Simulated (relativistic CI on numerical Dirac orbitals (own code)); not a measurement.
# Hyperfine structure of In XLVI, mass number 113

Method of calculation: Dirac-Coulomb-Breit CI, KLI orbitals optimised for each configuration, model QED, unscaled Slater integrals (own radial code, finite nucleus).

Configuration list (outside the closed core 1s2): 2s², 2s2p, 2p², 2p3s, 2p3p, 2s3s, 2s3p, 2s3d, 2s4s, 2s4p, 2s4d, 2s4f, 3s², 3s3p, 3p². Levels of other configurations are missing.

Nuclear spin I = 9/2, μ = 5.5208 μN, Q = 0.761 b (tables of Stone and Pyykkö). The electronic factors are computed for point nuclear moments, without core polarisation or the Bohr-Weisskopf and QED corrections.

```
    Level   E (Ry)  A (GHz)  B (GHz)
2s2p ³P°1    8.201     3587      -67
2s2p ³P°2   24.317     1615      336
2s2p ¹P°1   28.660   -936.7      235
  2p² ³P1   35.239   -91.24      167
  2p² ¹D2   36.310    649.2      276
  2p² ³P2   53.449    291.7     57.8
 2s3s ³S1  321.466     3620    -0.25
2s3p ³P°1  324.846     3071   -0.545
```

Levels with J = 0, under 50 % of one LS term, or S terms without an open s electron are left out. Small factors come from cancelling terms and can be off by tens of per cent or more.

At this charge energies of transitions that change n are usually good to better than 1 %, and those within a shell (Δn = 0) to a few per cent.

Give the hyperfine levels of 2s2p ³P°1 relative to its centre of gravity.

With K = F(F + 1) − I(I + 1) − J(J + 1), E = AK/2 + B[¾K(K + 1) − I(I + 1)J(J + 1)]/[2I(2I − 1)J(2J − 1)]: F = 7/2: -19760, F = 9/2: -3542, F = 11/2: 16120 GHz.

LS names give the leading component of a level, which can be under half, so a name can repeat, a term be missing and a line seem to break the LS rules.
